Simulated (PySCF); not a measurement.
# Stretching SiBr⁺

Set-up: PySCF, no relativity, basis sets Si def2-TZVPPD, Br def2-TZVPPD. Energies in eV from Si⁺ + Br in their ground configurations at the same level. State: ¹Σ⁺ (singlet), closed shell.

All columns are BLYP. A positive dipole points towards Br; it is taken about the centre of mass and depends on that origin.

| R (Å) | E (eV) | μ (D) | Mulliken charge on Si (basis-dependent) | HOMO (eV) | LUMO (eV) | Mayer bond order | ⟨S²⟩ |
| --- | --- | --- | --- | --- | --- | --- | --- |
| 1.818 | -3.071 | -2.52 | 0.52 | -13.88 | -9.52 | 1.88 | 0.00 |
| 1.903 | -3.925 | -3.06 | 0.61 | -14.03 | -9.69 | 1.83 | 0.00 |
| 1.987 | -4.417 | -3.63 | 0.68 | -14.15 | -9.86 | 1.79 | 0.00 |
| 2.051 | -4.612 | -4.05 | 0.73 | -14.22 | -9.98 | 1.77 | 0.00 |
| 2.114 | -4.697 | -4.48 | 0.77 | -14.27 | -10.10 | 1.76 | 0.00 |
| 2.177 | -4.697 | -4.90 | 0.80 | -14.30 | -10.22 | 1.75 | 0.00 |
| 2.262 | -4.600 | -5.45 | 0.84 | -14.01 | -10.36 | 1.74 | 0.00 |
| 2.368 | -4.372 | -6.12 | 0.87 | -13.66 | -10.53 | 1.73 | 0.00 |
| 2.494 | -4.007 | -6.88 | 0.90 | -13.30 | -10.70 | 1.71 | 0.00 |
| 2.664 | -3.452 | -7.81 | 0.93 | -12.90 | -10.90 | 1.69 | 0.00 |

A fit through these points gives, at Re = 2.145 Å, μ = -4.68 D and dμ/dR = -6.65 D/Å; the reduced mass is 20.65 u.

Problem. How strong is the fundamental in the double-harmonic approximation, I = 42.26·(dμ/dR)²/μred km/mol?

Solution. I = 42.26·(-6.65)²/20.65 = 90.5 km/mol at BLYP.

For an ion De counts to the pair picked by the measured ionisation energies or electron affinities, which need not be the lowest pair at this level.
